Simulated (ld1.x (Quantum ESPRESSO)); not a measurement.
## Reading a pseudo-wave (oxygen (O))

Columns: radius, all-electron u(r) and pseudo u(r) of the 2p shell (level -24.39 eV) of oxygen in the configuration [He] 2s2 2p3; revPBE, scalar-relativistic, RRKJ scheme, ld1.x (Quantum ESPRESSO) 7.5.

```
r (bohr)  all-electron  pseudo
   0.080        0.0783  0.0262
   0.160        0.2342  0.1017
   0.240        0.4015  0.2174
   0.320        0.5516  0.3596
   0.400        0.6745  0.5124
   0.480        0.7691  0.6596
   0.560        0.8369  0.7876
   0.640        0.8801  0.8861
   0.720        0.9022  0.9503
   0.800        0.9069  0.9797
   0.880        0.8980  0.9782
   0.960        0.8785  0.9526
   1.040        0.8512  0.9106
   1.120        0.8182  0.8600
   1.200        0.7814  0.8068
   1.280        0.7421  0.7551
   1.360        0.7016  0.7068
   1.440        0.6606  0.6620
   1.520        0.6199  0.6200
   1.600        0.5800  0.5800
   1.680        0.5413  0.5413
   1.760        0.5041  0.5041
   1.840        0.4685  0.4685
   1.920        0.4348  0.4348
   2.000        0.4029  0.4029
   2.080        0.3728  0.3728
```

**Question.** How many radial nodes do the two functions have?

**Answer.** The all-electron 2p function has n − l − 1 = 0; the pseudo-wave has 0.

**Question.** At about which radius was the pseudo-wave matched?

**Answer.** 1.60 bohr, where the columns begin to agree (steps of 0.08 bohr).

**Question.** Is the pseudo-wave norm-conserving?

**Answer.** Yes: the RRKJ scheme keeps the norm inside the radius equal to the all-electron one, which fixes the energy derivative of the logarithmic derivative at the level.
